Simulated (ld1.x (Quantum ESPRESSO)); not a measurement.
## B: what ld1.x (Quantum ESPRESSO) 7.5 does with a changed input

Command:

```bash
ld1.x < B.in > B.out
```

Input:

```
&input
   title='B', zed=5., rel=0, dft='PZ', iswitch=3,
   config='[He] 2s2 2p1',
   nld=2, rlderiv=2.15, eminld=-3.0, emaxld=5.0, deld=0.02
 /
 &inputp
   pseudotype=1, tm=.true., lloc=1,
   nlcc=.true., new_core_ps=.true., rcore=1.00,
   file_wfcaegen='ae.wfc', file_wfcncgen='nc.wfc'
 /
2
2S  1  0   2.00   0.00  1.70  1.70  0.0
2P  2  1   1.00   0.00  1.95  1.95  0.0
 &test
   configts(1)='2s2 2p1'
 /
```

This is an input that runs to its end, with one change: file_pseudopw left out.

Problem. How does the run end?

Solution. The program runs through. The occupied levels of the test differ from the all-electron ones by at most 0.00000 Ry (unchanged input: 0.00000 Ry). No file is written.

```

       r > 1.00 : true rho core
      Core charge pseudized with two Bessel functions
      Integrated core pseudo-charge :   0.38

      Wfc   2S  rcut= 1.717  Using Troullier-Martins method

     ------------------- End of pseudopotential generation -------------------

     Computing logarithmic derivative in   2.13685
     Computing logarithmic derivative in   2.13685
     Computing the partial wave expansion
     R is outside the sphere for l=    0 j= 0.00
       no projector for channel:   1

     ---------------------- Testing the pseudopotential ----------------------

     B

     atomic number is  5.00   valence charge is  3.00
     dft =PZ   lsd =0 sic =0 latt =0  beta=0.20 tr2=1.0E-14
     mesh =1059 r(mesh) = 101.04461 xmin = -7.00 dx = 0.01250

     n l     nl             e AE (Ry)        e PS (Ry)    De AE-PS (Ry)
     1 0     2S   1( 2.00)       -0.68982       -0.68982        0.00000
     2 1     2P   1( 1.00)       -0.27358       -0.27358       -0.00000

     eps = 1.7E-15  iter =  9

     Etot =     -48.686382 Ry,     -24.343191 Ha,    -662.411972 eV
     Etotps =    -5.536947 Ry,      -2.768473 Ha,     -75.333996 eV

     Ekin =       2.456040 Ry,       1.228020 Ha,      33.416133 eV
     Encl =     -11.154228 Ry,      -5.577114 Ha,    -151.760999 eV
     Ehrt =       3.978235 Ry,       1.989117 Ha,      54.126638 eV
     Ecxc =      -2.000427 Ry,      -1.000214 Ha,     -27.217199 eV
     (Ecc =      -0.342382 Ry,      -0.171191 Ha,      -4.658342 eV)
     Epseu=       1.183433 Ry,       0.591717 Ha,      16.101432 eV

     ---------------------- End of pseudopotential test ----------------------
```
